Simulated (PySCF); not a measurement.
SnH⁺: a composite coupled-cluster calculation

State: ¹Σ⁺, singlet, closed shell. De refers to Sn⁺ + H. RHF-based CCSD(T) in PySCF 2.14 with Sn cc-pwCVDZ-PP with ECP28, H aug-cc-pVDZ and Sn cc-pwCVTZ-PP with ECP28, H aug-cc-pVTZ (frozen core orbitals: 4; scalar-relativistic core potentials). Correlation energies are extrapolated as n⁻³ (n = 2, 3), Hartree–Fock as (n+1)·exp(−9√n).

```json
{"Level": "CCSD(T)/DZ", "Re (Å)": "1.7554", "ωe (cm⁻¹)": "1813.3", "ωexe (cm⁻¹)": "29.7", "αe (cm⁻¹)": "0.142", "De (eV)": "2.679"}
{"Level": "CCSD(T)/TZ", "Re (Å)": "1.7505", "ωe (cm⁻¹)": "1822.6", "ωexe (cm⁻¹)": "27.9", "αe (cm⁻¹)": "0.138", "De (eV)": "2.793"}
{"Level": "HF/CBS", "Re (Å)": "1.7432", "ωe (cm⁻¹)": "1937.2", "ωexe (cm⁻¹)": "21.9", "αe (cm⁻¹)": "0.114", "De (eV)": "1.866"}
{"Level": "MP2/CBS", "Re (Å)": "1.7349", "ωe (cm⁻¹)": "1894.8", "ωexe (cm⁻¹)": "23.5", "αe (cm⁻¹)": "0.125", "De (eV)": "2.658"}
{"Level": "CCSD/CBS", "Re (Å)": "1.7460", "ωe (cm⁻¹)": "1848.5", "ωexe (cm⁻¹)": "26.0", "αe (cm⁻¹)": "0.132", "De (eV)": "2.804"}
{"Level": "CCSD(T)/CBS", "Re (Å)": "1.7492", "ωe (cm⁻¹)": "1825.6", "ωexe (cm⁻¹)": "27.3", "αe (cm⁻¹)": "0.136", "De (eV)": "2.840"}
```

How much is left between CCSD(T)/TZ and the basis-set limit, and how much do the triples give at the limit?

CCSD(T)/CBS less CCSD(T)/TZ: -1.3 mÅ in Re, +3.0 cm⁻¹ in ωe and +0.047 eV in De. CCSD(T)/CBS less CCSD/CBS: +3.2 mÅ in Re, -22.9 cm⁻¹ in ωe and +0.036 eV in De.

The T1 diagnostic is 0.012. The open-shell atoms are computed with UHF. Spin–orbit coupling, excitations beyond (T) and corrections to the Born–Oppenheimer picture are left out, and spin–orbit coupling matters for open p, d or f shells this heavy.

The whole job (state search and all basis sets along the bond) took about 2.1 min on 4 threads of Arm Neoverse V1 (shared host), peak memory 1.8 GiB.
